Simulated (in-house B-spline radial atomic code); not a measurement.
## Correlation energy from the adiabatic connection: −Z/r, Z = 1, wall at 6 bohr

Two electrons in a singlet, external potential −Z/r, Z = 1, wall at 6 bohr (atomic units). Full CI in B-splines (partial waves to l = 8, correlation up to 0.6 % small) with the density held fixed gives W(λ) = <V_ee>_λ − U, and E_c is the integral of W(λ) − W(0) from 0 to 1.

```json
{"λ": "0", "W(λ) − W(0) (hartree)": "0.00000"}
{"λ": "0.02", "W(λ) − W(0) (hartree)": "-0.00192"}
{"λ": "0.05", "W(λ) − W(0) (hartree)": "-0.00472"}
{"λ": "0.12", "W(λ) − W(0) (hartree)": "-0.01095"}
{"λ": "0.25", "W(λ) − W(0) (hartree)": "-0.02146"}
{"λ": "0.4", "W(λ) − W(0) (hartree)": "-0.03213"}
{"λ": "0.6", "W(λ) − W(0) (hartree)": "-0.04437"}
{"λ": "0.8", "W(λ) − W(0) (hartree)": "-0.05479"}
{"λ": "1", "W(λ) − W(0) (hartree)": "-0.06376"}
```

Q: Integrate the table by the trapezoid rule.

A: The strips give -0.00002, -0.00010, -0.00055, -0.00211, -0.00402, -0.00765, -0.00992, -0.01185, which sum to -0.03621 hartree. The direct value, W(1) − W(0) + T_c with T_c = 0.02742, is -0.03633; the curve is convex, so chords lie above it and the trapezoids fall short in size by 0.33 %.

Q: Now use only three numbers: W(0) = -0.46263, the initial slope W'(0) = -0.09688 (extrapolated from the first points) and the strong-coupling limit of the point-charge-plus-continuum model, W∞ = -0.60964. What do second-order theory and the interpolation W(λ) = W∞ + (W(0) − W∞)/√(1 + 2χλ) of Seidl, Perdew and Levy give?

A: Second order keeps the slope alone: E_c = W'(0)/2 = -0.04844, +33 % in size against -0.03633. Matching the slope fixes χ = W'(0)/(W∞ − W(0)) = -0.09688/(-0.14701) = 0.65900. Integrating, with s = √(1 + 2χ) = 1.522500, E_c = −(W(0) − W∞)(s − 1)/(s + 1) = −0.14701 × 0.522500/2.522500 = -0.03045 hartree, -16.2 % in size against the full result. At λ = 1 the formula gives W − W(0) = -0.05045 against -0.06376. Part of the miss can come from the model's W∞, which here lies above the computed W at λ = 10, -0.61725.
